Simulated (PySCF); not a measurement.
Spinor energies of Nb³⁺ (niobium, charge +3)

Start: [Kr] 4d2; 4d5/2 filled at m_j = +3/2, +5/2. Calculated with PySCF 2.14 in x2c-SVPall-2c with one added diffuse shell each of s, p, d type (7s9p7d1f, 76 functions): generalised Hartree-Fock with the X2C-1e Hamiltonian and a Gaussian nucleus; one run each with spin-orbit coupling (SO) switched off, then screened by Boettger's factors. This is a chosen level, not necessarily the ground level.

```
spinor shell  electrons  ε, spin-free (eV)  ε, screened SO (eV)  weight of nominal j (screened SO)  rms radius, screened SO (bohr)
       1s1/2          2           -19115.7             -19114.9                              1.000                          0.0415
       2s1/2          2            -2773.7              -2773.5                              1.000                           0.171
       2p1/2          2            -2474.5              -2540.6                              1.000                           0.149
       2p3/2          4            -2474.5              -2443.4                              1.000                           0.154
       3s1/2          2            -520.65              -520.64                              1.000                           0.471
       3p1/2          2            -419.87              -431.04                              1.000                           0.471
       3p3/2          4            -419.87              -414.65                              1.000                           0.482
       3d3/2          4            -254.92              -256.60                              0.984                           0.472
       3d5/2          6            -254.92              -253.82                              0.989                           0.475
       4s1/2          2            -103.23              -103.25                              1.000                            1.23
       4p3/2          4            -73.376              -72.677                              0.914                            1.37
       4p1/2          2            -73.376              -74.948                              0.829                            1.35
       4d5/2          2            -37.239              -37.182                              0.881                            1.85
```

```csv
quantity,spin-free,screened SO
E (hartree),-3815.10565,-3815.49081
M_J,4,4
⟨J²⟩,20.007,20.007
⟨L²⟩,12.006,12.030
⟨S²⟩,2.001,2.004
```

Each row is a mean over spinors that exchange with the open shell spreads, by up to 6.191 eV (4p3/2).

Rows whose weight is well below 1 are mixtures of j = l ± 1/2: exchange outweighs spin-orbit coupling there, and the label is only the starting occupation.

Breit and QED terms are absent; they matter most for the inner s and p1/2 levels.

Densities and radii are taken from the X2C orbitals without a picture-change correction, which distorts them close to the nucleus.

Without spin-orbit coupling the j labels of p, d and f shells carry no meaning; the spin-free column gives the mean over the occupied spinors of each nl shell.
